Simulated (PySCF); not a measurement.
Simulated C 1s region for `[CH3][GaH][CH]1CCC1`, binding energy against the vacuum level.

Every computed line was given a Gaussian of 0.6 eV full width at half maximum and an area set by the number of equivalent atoms; the highest printed point is 100. Level of theory: PySCF, delta-SCF UKS SCAN, pcX-2 on the ionised atom, pcseg-1 elsewhere, spin-free X2C.

```csv
binding energy (eV),intensity
288.7,0
288.8,0
288.9,1
289.0,4
289.1,9
289.2,17
289.3,30
289.4,44
289.5,58
289.6,66
289.7,70
289.8,71
289.9,75
290.0,83
290.1,93
290.2,100
290.3,97
290.4,83
290.5,62
290.6,40
290.7,22
290.8,11
290.9,4
291.0,2
291.1,0
291.2,0
```

Q: How many maxima does the curve show, and how many computed lines lie under it?

A: The curve has 1 maximum (at 290.2 eV). Under it lie 4 lines from 4 inequivalent carbon sites. At this width some lines have no maximum of their own.

Q: Decompose the envelope and assign each component. Numbering: `[CH3:1][GaH:2][CH:3]1[CH2:4][CH2:5][CH2:6]1`.

A: 
```csv
position (eV),relative area,line,atoms,environment
289.55,1,C 1s,C3,four-membered-ring carbon
289.70,1,C 1s,C1,methyl carbon
290.22,2,C 1s,C4/C6,four-membered-ring carbon
290.33,1,C 1s,C5,four-membered-ring carbon
```

Q: What are the centre and the root-mean-square width of the whole band?

A: The area-weighted mean of the lines is 290.00 eV. Their own spread about it is 0.31 eV (rms) and each Gaussian has σ = 0.6/2.355 = 0.25 eV; the variances add, which gives 0.40 eV.

Lowest listed C 1s: C3, bonded to 2 C, H and Ga. Highest, 0.78 eV above it: C5, bonded to 2 C and 2 H. The widest gap between neighbouring values is 0.52 eV, between 289.70 and 290.22 eV. Summing the Pauling electronegativity differences to the bonded atoms, each weighted by its formal bond order, gives -1.09 for the lowest site and -0.70 for the highest; no listed site has a larger sum than the highest. The smallest sum, -1.79, belongs to C1, 0.15 eV above the lowest.

Shake-up satellites, vibrational structure and lifetime widths aren't simulated. Topologically equivalent atoms share the value of their first member; where this conformer doesn't relate them by symmetry, their own values could differ. Geometry: PBE0-D3(BJ)/def2-SVP, one conformer, isolated molecule.

The values belong to the conformer `[CH3:1][GaH:2][CH:3]1[CH2:4][CH2:5][CH2:6]1`: C1–Ga2–C3–C4 35°.
